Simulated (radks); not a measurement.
Results of a calculation; reference values are marked as such.
The osmium ion Os2+ inside a hard spherical wall (all orbitals vanish at R), configuration held at [Xe] 4f14 5d6 and not refilled when levels cross. Code: a radial shooting solver on a logarithmic mesh with Libxc functionals. Model: scalar-relativistic Kohn-Sham, PBEsol, spin-polarised, spherical densities, point nucleus; open shells are filled with parallel spins first (spin-orbit coupling, left out, can overturn this in heavy ions). Eigenvalues in eV for spin up, with the zero of energy where the potential of the charges vanishes at infinity; a dash marks a level that is unbound or too diffuse for the functional's potential to be trusted. A positive occupied level is held by the wall or, in an anion where self-interaction has pushed it up, behind a barrier. The pressure on the wall is -dE/dV.

R (bohr)  E (hartree)  kinetic (hartree)    e(5s)    e(4f)    e(5p)    e(5d)  e(6s, empty)  e(6p, empty)  pressure (GPa)
free      -17248.0342          19120.350  -109.40  -69.146  -68.936  -24.041       -21.550       -14.118               0
8         -17248.0342          19120.350  -109.40  -69.145  -68.935  -24.040       -21.548       -14.088         0.00132
7         -17248.0340          19120.352  -109.39  -69.136  -68.927  -24.032       -21.533       -13.990          0.0158
3.5       -17247.7916          19121.827  -105.68  -65.060  -65.466  -20.316       -13.540         0.014            95.9
3         -17247.3358          19124.136  -101.92  -60.718  -61.923  -15.837        -3.201        14.762             394
2.5       -17245.8554          19131.157  -94.160  -51.399  -54.150   -5.185        22.447        48.204            1960
2         -17240.1567          19156.162  -75.403  -29.173  -33.222   23.659        93.049        132.44           12700
1.5       -17212.5137          19262.374  -12.461   31.869   41.504   119.79        319.52        383.43          122000
